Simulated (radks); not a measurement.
Spherical quantum dot in the effective-mass picture: electrons in a well V = -V0 / (1 + exp((r - R)/a)) with V0 = 38.1, R = 1.67, a = 0.1, with a point charge +1 (a donor) at the centre, all in effective atomic units (hartree* = m*/eps^2 hartree, bohr* = eps/m* bohr), one dielectric constant everywhere. Calculated with a radial shooting solver with Libxc functionals: non-relativistic Kohn-Sham, r2SCAN, spin-polarised, spherical densities, generalised Kohn-Sham scheme. Levels are named by radial order and angular momentum (1s, 1p, 1d, 2s, ...), and open shells are averaged over m. Results are scaled to m* = 0.104 and eps = 4.2, for which hartree* = 160.4 meV and bohr* = 2.137 nm. Each electron was tried in the lowest free levels, single moves between levels near the top were tried too, and the lowest total energy was kept; such a search can miss a lower state. The series stops at N = 13: beyond it a trial failed or the search could not be trusted, so later rows were left out. At N = 1 the Hartree and exchange-correlation terms need not cancel, so that row can carry a self-interaction error.

N	open shells	2S	mu = E(N) - E(N-1) (meV)	addition energy mu(N+1) - mu(N) (meV)	e(HOMO) (meV)	rms radius (nm)
1	1s(up 1, down 0)	1	-6070.8	187.4	-6005.0	1.683
2	none	0	-5883.3	489.0	-5819.4	1.747
3	1p(up 1, down 0)	1	-5394.3	118.6	-5336.6	1.918
4	1p(up 2, down 0)	2	-5275.7	125.6	-5213.6	2.006
5	1p(up 3, down 0)	3	-5150.1	183.0	-5086.1	2.063
6	1p(up 3, down 1)	2	-4967.0	116.0	-4910.3	2.108
7	1p(up 3, down 2)	1	-4851.1	121.9	-4790.8	2.143
8	none	0	-4729.2	484.9	-4667.2	2.171
9	1d(up 1, down 0)	1	-4244.3	114.9	-4187.2	2.215
10	1d(up 2, down 0)	2	-4129.4	116.7	-4071.2	2.250
11	1d(up 3, down 0)	3	-4012.6	117.7	-3953.9	2.280
12	1d(up 4, down 0)	4	-3894.9	118.2	-3835.9	2.306
13	1d(up 5, down 0)	5	-3776.7	-	-3717.5	2.329

All shells are closed at N = 2, 8 (there: 1s2 1p6); the second difference of the energy has clear peaks (12 % above both neighbours; the first and last values, which can be the largest, are not judged, and half-filled shells can peak too) at N = 2, 5, 8.
